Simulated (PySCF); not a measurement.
BFBr2, SMILES B(Br)(Br)F. Heavy atoms are numbered as in [B:1]([F:2])([Br:3])[Br:4].

Geometry optimised at B3LYP-D3(BJ)/def2-SVP.

Level of theory: PBE0/def2-TZVPD (PySCF).

Mulliken values depend strongly on the basis, most of all with diffuse functions as here. Atomic charges (e), one atom of each kind:

| atom | meta-Löwdin | Mulliken |
|---|---|---|
| B1 | 0.34 | 0.59 |
| F2 | -0.25 | -0.19 |
| Br3 | -0.04 | -0.20 |
